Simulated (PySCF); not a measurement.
CuI, singlet, at a GFN2-xTB geometry (such geometries of metal compounds can be far from the true shape) (core potentials on I); CASCI(4,5)/def2-SVP in PySCF.

Input for PySCF:
```python
from pyscf import gto, scf, mcscf
import numpy

mol = gto.M(
    atom='''
Cu   -0.00000000   -0.00000000   -1.55408005
I     0.00000000    0.00000000    0.85034569
''',
    basis='def2-svp',
    ecp={'I': 'def2-svp'},
    verbose=4,
)

mf = scf.RHF(mol)
mf.kernel()
mc = mcscf.CASCI(mf, 5, 4)
mc.fix_spin_(ss=0.0)
mc.kernel()
occ = numpy.linalg.eigvalsh(mc.fcisolver.make_rdm1(mc.ci, mc.ncas, mc.nelecas))[::-1]
ss = mc.fcisolver.spin_square(mc.ci, mc.ncas, mc.nelecas)[0]
print('natural occupations', occ.round(4), ' <S^2>', round(ss, 4))
```

It wrote (shortened):

```
PySCF version 2.14.0

[INPUT] verbose = 4
[INPUT] num. atoms = 2
[INPUT] num. electrons = 54
[INPUT] charge = 0
[INPUT] spin (= nelec alpha-beta = 2S) = 0
[INPUT] symmetry False subgroup None
[INPUT] Mole.unit = angstrom
[INPUT] Symbol           X                Y                Z      unit          X                Y                Z       unit  Magmom
[INPUT]  1 Cu     0.000000000000   0.000000000000  -1.554080050000 AA    0.000000000000   0.000000000000  -2.936785670150 Bohr   0.0
[INPUT]  2 I      0.000000000000   0.000000000000   0.850345690000 AA    0.000000000000   0.000000000000   1.606920465304 Bohr   0.0

nuclear repulsion = 159.561375314922
number of shells = 21
number of NR pGTOs = 134
number of NR cGTOs = 57
basis = def2-svp
ecp = {'I': 'def2-svp'}

******** <class 'pyscf.scf.hf.RHF'> ********
method = RHF
initial guess = minao
damping factor = 0
level_shift factor = 0
DIIS = <class 'pyscf.scf.diis.CDIIS'>
diis_start_cycle = 1
diis_space = 8
diis_damp = 0
SCF conv_tol = 1e-09
SCF conv_tol_grad = None
SCF max_cycles = 50
direct_scf = True
direct_scf_tol = 1e-13
Set gradient conv threshold to 3.16228e-05
Initial guess from minao.
init E= -1903.06664162248
  HOMO = -0.801055238163121  LUMO = -0.421359705385257  gap/eV = 10.33204
cycle= 1 E= -1934.38575100301  delta_E= -31.3  |g|= 2.24  |ddm|= 7.41
  HOMO = -0.044475174967676  LUMO = -0.0139280152681354  gap/eV = 0.83123
cycle= 2 E= -1935.09580435517  delta_E= -0.71  |g|= 1.18  |ddm|= 4.88
  HOMO = -0.325626281032444  LUMO = 0.00113571958559788  gap/eV = 8.89165
cycle= 3 E= -1935.40119269715  delta_E= -0.305  |g|= 0.272  |ddm|= 1.58
  HOMO = -0.334767008150258  LUMO = -0.00539519812859623  gap/eV = 8.96266
cycle= 4 E= -1935.41394055376  delta_E= -0.0127  |g|= 0.114  |ddm|= 0.269
  HOMO = -0.32291130572577  LUMO = -0.00164090003249129  gap/eV = 8.74221
cycle= 5 E= -1935.41666339865  delta_E= -0.00272  |g|= 0.0217  |ddm|= 0.111
  HOMO = -0.322895025769676  LUMO = -3.63841539652299e-05  gap/eV = 8.78543
cycle= 6 E= -1935.4170807275  delta_E= -0.000417  |g|= 0.00668  |ddm|= 0.0633
  HOMO = -0.322108545572988  LUMO = -0.000532386588183442  gap/eV = 8.75053
cycle= 7 E= -1935.41713338937  delta_E= -5.27e-05  |g|= 0.00198  |ddm|= 0.0252
  HOMO = -0.321807147093474  LUMO = -0.00045405391833242  gap/eV = 8.74446
cycle= 8 E= -1935.41713718277  delta_E= -3.79e-06  |g|= 0.000525  |ddm|= 0.00702
  HOMO = -0.321792407412643  LUMO = -0.000474952529060602  gap/eV = 8.74349
cycle= 9 E= -1935.41713743509  delta_E= -2.52e-07  |g|= 0.000164  |ddm|= 0.00147
  HOMO = -0.321818928259748  LUMO = -0.000474820579590585  gap/eV = 8.74422
cycle= 10 E= -1935.41713747253  delta_E= -3.74e-08  |g|= 6.09e-05  |ddm|= 0.000592
  HOMO = -0.321820259707571  LUMO = -0.000473391254843136  gap/eV = 8.74429
cycle= 11 E= -1935.41713747853  delta_E= -6.01e-09  |g|= 2.61e-05  |ddm|= 0.00023
  HOMO = -0.321821141086468  LUMO = -0.000473381779677595  gap/eV = 8.74432
cycle= 12 E= -1935.41713747984  delta_E= -1.31e-09  |g|= 1.01e-05  |ddm|= 0.000131
  HOMO = -0.321821952808888  LUMO = -0.000472833335635414  gap/eV = 8.74435
cycle= 13 E= -1935.41713748003  delta_E= -1.92e-10  |g|= 2.38e-06  |ddm|= 6.76e-05
  HOMO = -0.321822186808521  LUMO = -0.000472816952218125  gap/eV = 8.74436
Extra cycle  E= -1935.41713748005  delta_E= -1.32e-11  |g|= 1.28e-06  |ddm|= 6.39e-06
converged SCF energy = -1935.41713748005

******** <class 'pyscf.mcscf.casci.CASCI'> ********
CAS (2e+2e, 5o), ncore = 25, nvir = 27
natorb = False
canonicalization = True
sorting_mo_energy = False
******** <class 'pyscf.fci.addons.SpinPenaltyFCISolver'> ********
max. cycles = 200
conv_tol = 1e-08
davidson only = True
linear dependence = 1e-12
level shift = 0.001
max iter space = 12
nroots = 1
pspace_size = 400
spin = None
Density matrix diagonal elements [1.99991898e+00 1.99948664e+00 6.58667716e-05 4.46797421e-05
 4.83831833e-04]
CASCI converged
CASCI E = -1935.41741483917  E(CI) = -3.33216633527081  S^2 = 0.0000000
natural occupations [1.9999e+00 1.9995e+00 5.0000e-04 1.0000e-04 0.0000e+00]  <S^2> 0.0
```
